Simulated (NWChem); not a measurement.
Molecule: C2H5ClGe; SMILES Cl/C=[CH]/[GeH3]

Give the equilibrium geometry at PBE0/def2-SVP (NWChem) as a Z-matrix, with the point group.

point group Cs; any orientation.
```
C
C 1 1.3333
H 2 1.0943 1 123.90
H 1 1.0957 2 118.66 3 180.00
Cl 2 1.7300 3 112.20 1 180.00
Ge 1 1.9394 4 119.52 2 180.00
H 6 1.5382 1 108.49 4 180.00
H 6 1.5392 7 109.79 3 120.36
H 6 1.5392 7 109.79 8 119.28
```
